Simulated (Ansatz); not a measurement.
One change: `CNC1C[SiH2]1` becomes `OC1C[SiH2]1`.

Ansatz, PBE0-D4/def2-TZVP geometries, multiplicity 1. Each molecule was computed in one conformer, which needn't be the lowest.

| property | `CNC1C[SiH2]1` |
| --- | --- |
| zero-point energy (PBE0-D4/def2-TZVP) / kJ/mol | 302.6 |
| size of the dipole moment (PBE/def2-TZVPP) / D | 0.88 |
| HOMO energy (PBE0/def2-TZVPP) / eV | -6.28 |
| HOMO energy (PBE/def2-TZVPP) / eV | -5.00 |
| HOMO–LUMO gap (ωB97M-V/def2-TZVPP) / eV | 10.39 |
| HOMO–LUMO gap (B3LYP/def2-TZVPP) / eV | 6.09 |

**Question.** What does the change do to each property? (Estimate.)

**Answer.** The calculation gave: 
```json
{"property": "zero-point energy (PBE0-D4/def2-TZVP) / kJ/mol", "`OC1C[SiH2]1`": "194.8", "shift": "-107.8"}
{"property": "size of the dipole moment (PBE/def2-TZVPP) / D", "`OC1C[SiH2]1`": "1.51", "shift": "0.63"}
{"property": "HOMO energy (PBE0/def2-TZVPP) / eV", "`OC1C[SiH2]1`": "-6.83", "shift": "-0.55"}
{"property": "HOMO energy (PBE/def2-TZVPP) / eV", "`OC1C[SiH2]1`": "-5.66", "shift": "-0.66"}
{"property": "HOMO–LUMO gap (ωB97M-V/def2-TZVPP) / eV", "`OC1C[SiH2]1`": "10.85", "shift": "0.46"}
{"property": "HOMO–LUMO gap (B3LYP/def2-TZVPP) / eV", "`OC1C[SiH2]1`": "6.59", "shift": "0.50"}
```

With PBE0 the HOMO falls by 0.55 eV and the LUMO falls by 0.07 eV, so the gap widens by about 0.48 eV. PBE moves the HOMO by -0.66 eV and ωB97M-V by -0.48 eV. The zero-point energy changes by -107.8 kJ/mol with -12 modes. Dipoles are sizes alone; their direction can turn.

B3LYP here is the variant with VWN-RPA as its local correlation; programs differ in this.
